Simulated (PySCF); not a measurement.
# Electron correlation in Sn⁻ (tin, charge -1)

[Kr] 4d10 5s2 5p3, high-spin 4S determinant. Calculation: PySCF 2.14, in aug-cc-pwCVTZ-DK3 with one added diffuse shell each of s, p, d, f type (11s10p8d5f1g, 125 functions); the spin-free X2C one-electron Hamiltonian (Gaussian nucleus). Frozen: [Ar] 3d10; 23 electrons correlated.

MP2 pair energies summed by pair of shells (mhartree):

| pair | energy | share (%) |
| --- | --- | --- |
| 4d-4d | -336.66 | 45.0 |
| 4p-4d | -136.72 | 18.3 |
| 4d-5s | -67.34 | 9.0 |
| 4d-5p | -43.80 | 5.9 |
| 4p-4p | -42.26 | 5.6 |
| 5s-5p | -36.74 | 4.9 |
| 4s-4d | -28.43 | 3.8 |
| 4s-4p | -16.56 | 2.2 |
| 5p-5p | -12.56 | 1.7 |
| 5s-5s | -10.31 | 1.4 |
| 4p-5s | -8.14 | 1.1 |
| 4p-5p | -4.30 | 0.6 |
| 4s-4s | -3.41 | 0.5 |
| 4s-5s | -0.93 | 0.1 |
| 4s-5p | -0.52 | 0.1 |

Total MP2 correlation energy: -748.69 mhartree.

Same-spin part -262.19 and opposite-spin part -486.50 mhartree; SCS-MP2 scales them by 1/3 and 6/5 to -671.20 mhartree.
